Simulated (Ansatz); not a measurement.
Coupled-cluster run, `Cl[SiH][S][GeH2][Cl]` radical.

```yaml
crystal:
  periodic: [false, false, false]
  atoms:
    - {symbol: Cl, position_ang: [-2.353363, 0.991503, -0.174837]}
    - {symbol: Si, position_ang: [-1.580199, -0.696726, 0.721035]}
    - {symbol: S, position_ang: [0.117008, -1.457529, -0.311143]}
    - {symbol: Ge, position_ang: [1.376067, 0.369872, -0.378576]}
    - {symbol: Cl, position_ang: [1.512486, 1.219992, 1.592424]}
    - {symbol: H, position_ang: [-2.601760, -1.777226, 0.635931]}
    - {symbol: H, position_ang: [2.772737, -0.088245, -0.804416]}
    - {symbol: H, position_ang: [0.757024, 1.438360, -1.280417]}
basis:
  gaussian: {orbitals: def2-TZVPP}
magnetization: {spin_polarized: true, initial_magnetization: 1}
correlation: {method: ccsd_t}
scf: {omitted_lower_state_checks: [cluster_reference]}
```

```sh
$ ansatz run in.yaml --threads 2 --pin off --events-out ev --progress --plain --max-ram 22528MiB --backend cuda --devices 0, --max-vram 18GiB
```

The program prints (abridged):

```
Functional definition: HF
1544 factors; integrals over basis functions are off by at most 1.3e-3 eV
mean field evaluation 1: about -100210.3068 eV, gradient 1.6e1 eV
mean field evaluation 2: about -100210.3190 eV, gradient 1.6e1 eV
mean field evaluation 4: about -100212.4007 eV, gradient 2.8e0 eV
mean field evaluation 8: about -100212.4980 eV, gradient 1.7e-1 eV
mean field -100212.49880124 eV, -3682.7414044742 hartree, gradient 7.2e-6 eV, S^2 0.756625; 0 other end points of the search recorded, 0 dependent functions left out
29 core orbitals not correlated: weight in the atoms' cores, before any rotation towards them, 1.000 or more for the frozen orbitals, at most 0.000 for the correlated occupied ones
reference -100212.49880124 eV, -3682.7414044742 hartree; 21, 20 occupied and 208, 209 virtual orbitals, 1544 factors
second order -24.55754372 eV of doubles, -0.00000000 eV of singles
cycle   1  -25.37669371 eV  change   -8.2e-1 eV  update   1.1e-1
cycle   2  -26.06704065 eV  change   -6.9e-1 eV  update   3.3e-2
cycle   3  -26.18327959 eV  change   -1.2e-1 eV  update   1.7e-2
cycle   4  -26.16990943 eV  change    1.3e-2 eV  update   5.6e-3
cycle   5  -26.16980583 eV  change    1.0e-4 eV  update   2.8e-3
cycle   6  -26.16985487 eV  change   -4.9e-5 eV  update   1.2e-3
cycle   7  -26.17022790 eV  change   -3.7e-4 eV  update   5.0e-4
cycle   8  -26.17048376 eV  change   -2.6e-4 eV  update   2.0e-4
cycle   9  -26.17045380 eV  change    3.0e-5 eV  update   8.7e-5
cycle  10  -26.17039698 eV  change    5.7e-5 eV  update   4.1e-5
cycle  11  -26.17042362 eV  change   -2.7e-5 eV  update   1.9e-5
perturbative correction -1.17257674 eV, -0.0430914004 hartree
Total energy: -100239.84180160 eV, -3683.7462412037 hartree
Checks for a lower state left out: cluster_reference
```

Run time 18 s (2 threads of an AMD EPYC 7R13 on a shared host and a share of an NVIDIA H100 80 GB); peak host memory 1.2 GiB.

MP2 recovers 89.8 % of the CCSD(T) correlation energy and the triples give 4.3 %; T1 = 0.0126.
